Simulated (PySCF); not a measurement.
chlorobenzene (C₆H₅Cl), SMILES Clc1ccccc1.

The structure is a stationary point at PBE-D3(BJ)/def2-SVP.

Level of theory: TDA-ωB97X/def2-SVPD run with PySCF.

Vertical excitations. The molecule is in vacuum. State labels are in the subgroup C2v.

Computed excitation energies, oscillator strengths and character:
```
state  symmetry  energy (eV)  λ (nm)      f                                                  main pairs
-----  --------  -----------  ------  -----  ----------------------------------------------------------
S1           B2         5.40     230  0.001                          HOMO→LUMO+1 57 %, HOMO−1→LUMO 40 %
S2           A1         6.22     199  0.063                          HOMO→LUMO 66 %, HOMO−1→LUMO+1 31 %
S3           B1         6.88     180  0.000                          HOMO→LUMO+2 62 %, HOMO→LUMO+3 11 %
S4           B2         7.42     167  0.649                          HOMO−1→LUMO 52 %, HOMO→LUMO+1 38 %
S5           A1         7.44     167  1.041                          HOMO−1→LUMO+1 61 %, HOMO→LUMO 28 %
S6           A2         7.70     161  0.000                          HOMO−2→LUMO 82 %, HOMO−4→LUMO 13 %
S7           B1         7.74     160  0.012                          HOMO→LUMO+3 63 %, HOMO→LUMO+2 20 %
S8           A2         7.75     160  0.000                                          HOMO−1→LUMO+2 90 %
S9           B1         7.95     156  0.009                      HOMO−2→LUMO+1 58 %, HOMO−4→LUMO+1 39 %
S10          B2         8.25     150  0.006  HOMO−2→LUMO+2 47 %, HOMO−2→LUMO+3 25 %, HOMO−2→LUMO+5 10 %
T1           A1         3.97     312      0                          HOMO→LUMO 58 %, HOMO−1→LUMO+1 34 %
T2           B2         4.70     264      0                          HOMO→LUMO+1 78 %, HOMO−1→LUMO 18 %
T3           A1         4.76     261      0                          HOMO−1→LUMO+1 63 %, HOMO→LUMO 35 %
T4           B2         5.19     239      0                          HOMO−1→LUMO 81 %, HOMO→LUMO+1 18 %
```
Triplets are in the Tamm–Dancoff approximation.
